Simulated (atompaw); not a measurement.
**An all-electron radial function and its pseudo partner (titanium (Ti))**

Columns: radius, all-electron u(r) and pseudo u(r) of the 4s shell (level -13.54 eV) of titanium in the configuration [Ne] 3s2 3p6 3d2 4s0.5 4p0; PBE, scalar-relativistic, PAW (atompaw) scheme, atompaw 4.2.0.5.

```json
{"r (bohr)": "0.087", "all-electron": "-0.0104", "pseudo": "-0.0676"}
{"r (bohr)": "0.173", "all-electron": "0.1637", "pseudo": "-0.1310"}
{"r (bohr)": "0.260", "all-electron": "0.1699", "pseudo": "-0.1881"}
{"r (bohr)": "0.346", "all-electron": "0.0669", "pseudo": "-0.2349"}
{"r (bohr)": "0.433", "all-electron": "-0.0677", "pseudo": "-0.2700"}
{"r (bohr)": "0.519", "all-electron": "-0.1842", "pseudo": "-0.2910"}
{"r (bohr)": "0.606", "all-electron": "-0.2654", "pseudo": "-0.2975"}
{"r (bohr)": "0.692", "all-electron": "-0.3055", "pseudo": "-0.2891"}
{"r (bohr)": "0.779", "all-electron": "-0.3090", "pseudo": "-0.2664"}
{"r (bohr)": "0.865", "all-electron": "-0.2826", "pseudo": "-0.2309"}
{"r (bohr)": "0.952", "all-electron": "-0.2337", "pseudo": "-0.1837"}
{"r (bohr)": "1.038", "all-electron": "-0.1702", "pseudo": "-0.1277"}
{"r (bohr)": "1.125", "all-electron": "-0.0969", "pseudo": "-0.0642"}
{"r (bohr)": "1.212", "all-electron": "-0.0192", "pseudo": "0.0039"}
{"r (bohr)": "1.298", "all-electron": "0.0585", "pseudo": "0.0734"}
{"r (bohr)": "1.385", "all-electron": "0.1352", "pseudo": "0.1438"}
{"r (bohr)": "1.471", "all-electron": "0.2075", "pseudo": "0.2117"}
{"r (bohr)": "1.558", "all-electron": "0.2757", "pseudo": "0.2773"}
{"r (bohr)": "1.644", "all-electron": "0.3375", "pseudo": "0.3378"}
{"r (bohr)": "1.731", "all-electron": "0.3940", "pseudo": "0.3940"}
{"r (bohr)": "1.817", "all-electron": "0.4436", "pseudo": "0.4436"}
{"r (bohr)": "1.904", "all-electron": "0.4876", "pseudo": "0.4876"}
{"r (bohr)": "1.990", "all-electron": "0.5251", "pseudo": "0.5251"}
{"r (bohr)": "2.077", "all-electron": "0.5572", "pseudo": "0.5572"}
{"r (bohr)": "2.163", "all-electron": "0.5835", "pseudo": "0.5835"}
{"r (bohr)": "2.250", "all-electron": "0.6050", "pseudo": "0.6050"}
```

Problem. How many radial nodes do the two functions have?

Solution. The all-electron 4s function has n − l − 1 = 3; the pseudo-wave has 1, since 1 lower shell of the same l stays in the valence.

Problem. At about which radius was the pseudo-wave matched?

Solution. 1.80 bohr. The columns agree to 0.0005 from 1.64 bohr on; several derivatives are matched, so the curves merge somewhat inside the radius.

Problem. Is the pseudo-wave norm-conserving?

Solution. No, it belongs to a PAW set: the norm inside the radius is not constrained, and the difference is carried by the augmentation charge.
